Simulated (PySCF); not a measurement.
# RbC⁻ at ROHF-CCSD

Level: ROHF-CCSD. PySCF, scalar-relativistic core potentials, basis sets Rb def2-SVPD with ECP28, C def2-SVPD.

```json
{"state": "triplet, unpaired electrons π ↑↑", "bond length": "2.853 Å", "harmonic wavenumber": "273 cm⁻¹", "force constant": "0.463 mdyn/Å", "rotational constant Be": "0.1970 cm⁻¹", "anharmonicity ωexe": "1.93 cm⁻¹", "vibration–rotation constant αe": "0.00189 cm⁻¹"}
```

Correlated steps freeze 1 core orbital. Spin–orbit coupling is left out. The CCSD T1 diagnostic is raised, a sign that a single reference may not be enough here. The state was picked by a PBE0 search and need not be the measured ground state.
